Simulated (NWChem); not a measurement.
System: CaO; SMILES [O]=[Ca]

The following NWChem deck was run.

```
start job
memory heap 200 mb stack 900 mb global 1100 mb
geometry units angstroms noautosym nocenter noautoz
  Ca     0.000000     0.000000    -0.506095
  O      0.000000     0.000000     1.296967
end
basis spherical
  * library def2-svp
end
dft
  xc pbe0
  iterations 150
  vectors input atomic output neutral.movecs
end
task dft energy
charge 1
dft
  odft
  mult 2
  vectors input atomic output cation.movecs
end
task dft energy
```

Excerpt of the output:

```
             Northwest Computational Chemistry Package (NWChem) 7.3.0
             --------------------------------------------------------

                             Geometry "geometry" -> ""
                             -------------------------

 Output coordinates in angstroms (scale by  1.889725989 to convert to a.u.)

  No.       Tag          Charge          X              Y              Z
 ---- ---------------- ---------- -------------- -------------- --------------
    1 Ca                  20.0000     0.00000000     0.00000000    -0.50609500
    2 O                    8.0000     0.00000000     0.00000000     1.29696700

 Effective nuclear repulsion energy (a.u.)      46.9580967487

                                 NWChem DFT Module
                                 -----------------

 Summary of "ao basis" -> "ao basis" (spherical)
 ------------------------------------------------------------------------------
       Tag                 Description            Shells   Functions and Types
 ---------------- ------------------------------  ------  ---------------------
 Ca                         def2-svp                10       24   5s3p2d
 O                          def2-svp                 6       14   3s2p1d

            General Information
            -------------------
          SCF calculation type: DFT
          Wavefunction type:  closed shell.
          No. of atoms     :     2
          No. of electrons :    28
           Alpha electrons :    14
            Beta electrons :    14
          Charge           :     0
          Spin multiplicity:     1
          Use of symmetry is: off; symmetry adaption is: off
          Maximum number of iterations: 150
          AO basis - number of functions:    38
                     number of shells:    16
          Convergence on energy requested:  1.00D-06
          Convergence on density requested:  1.00D-05
          Convergence on gradient requested:  5.00D-04

              XC Information
              --------------
                         PBE0 Method XC Functional
                     Hartree-Fock (Exact) Exchange  0.250
          PerdewBurkeErnzerhof Exchange Functional  0.750
            Perdew 1991 LDA Correlation Functional  1.000 local
           PerdewBurkeErnz. Correlation Functional  1.000 non-local

             Grid Information
             ----------------
          Grid used for XC integration:  medium
          Radial quadrature: Mura-Knowles
          Angular quadrature: Lebedev.
          Tag              B.-S. Rad. Rad. Pts. Rad. Cut. Ang. Pts.
          ---              ---------- --------- --------- ---------
          Ca                  1.80      112          11.0       590
          O                   0.60       49           8.0       434
          Grid pruning is: on
          Number of quadrature shells:   161
          Spatial weights used:  Erf1

      Superposition of Atomic Density Guess
      -------------------------------------

 Sum of atomic energies:        -751.35185782

      Non-variational initial energy
      ------------------------------

 Total energy =    -751.208296
 1-e energy   =   -1122.385111
 2-e energy   =     324.218719
 HOMO         =      -0.455193
 LUMO         =      -0.158151

   convergence    iter        energy       DeltaE   RMS-Dens  Diis-err
 ---------------- ----- ----------------- --------- --------- ---------
 d= 0,ls=0.0,diis     1   -752.0018284196 -7.99D+02  1.17D-01  2.43D+00
 d= 0,ls=0.0,diis     2   -744.0096424758  7.99D+00  1.15D-01  1.91D+01
 d= 0,ls=0.0,diis     3   -752.2370618635 -8.23D+00  1.71D-02  8.48D-01
 d= 0,ls=0.0,diis     4   -752.3592370077 -1.22D-01  7.94D-03  5.41D-02
 d= 0,ls=0.0,diis     5   -752.3626846088 -3.45D-03  1.76D-03  3.19D-02
  Resetting Diis
 d= 0,ls=0.0,diis     6   -752.3659740119 -3.29D-03  7.18D-04  2.32D-03
 d= 0,ls=0.0,diis     7   -752.3662191452 -2.45D-04  1.16D-03  3.35D-04
 d= 0,ls=0.0,diis     8   -752.3658381768  3.81D-04  9.41D-04  3.77D-03
 d= 0,ls=0.0,diis     9   -752.3662598578 -4.22D-04  4.45D-05  8.64D-07
 d= 0,ls=0.0,diis    10   -752.3662601393 -2.82D-07  5.02D-05  1.40D-07
 d= 0,ls=0.0,diis    11   -752.3662602528 -1.14D-07  4.26D-06  6.75D-09

         Total DFT energy =     -752.366260252840
      One electron energy =    -1128.473484237070
           Coulomb energy =      373.759405457637
    Exchange-Corr. energy =      -44.610278222133
 Nuclear repulsion energy =       46.958096748726

 Numeric. integr. density =       28.000000490798

                       DFT Final Molecular Orbital Analysis
                       ------------------------------------

 Vector   12  Occ=2.000000D+00  E=-1.766079D-01
              MO Center= -2.1D-11, -1.5D-11,  1.1D+00, r^2= 1.2D+00
   Bfn.  Coefficient  Atom+Function         Bfn.  Coefficient  Atom+Function
  ----- ------------  ---------------      ----- ------------  ---------------
    29      0.394344  2 O  py                28      0.387944  2 O  px
    32      0.293378  2 O  py                31      0.288617  2 O  px
    16      0.159022  1 Ca d -1              18     -0.156442  1 Ca d  1
    21      0.116152  1 Ca d -1              23     -0.114267  1 Ca d  1
    13      0.103179  1 Ca py                12      0.101504  1 Ca px

 Vector   13  Occ=2.000000D+00  E=-1.766079D-01
              MO Center= -6.8D-11,  7.0D-11,  1.1D+00, r^2= 1.2D+00
   Bfn.  Coefficient  Atom+Function         Bfn.  Coefficient  Atom+Function
  ----- ------------  ---------------      ----- ------------  ---------------
    28      0.394344  2 O  px                29     -0.387944  2 O  py
    31      0.293378  2 O  px                32     -0.288617  2 O  py
    18     -0.159022  1 Ca d  1              16     -0.156442  1 Ca d -1
    23     -0.116152  1 Ca d  1              21     -0.114267  1 Ca d -1
    12      0.103179  1 Ca px                13     -0.101504  1 Ca py

[...]
```

Level: PBE0/def2-SVP, vertical spin-unrestricted ions. All runs use the structure optimised with PBE0/def2-SVP.
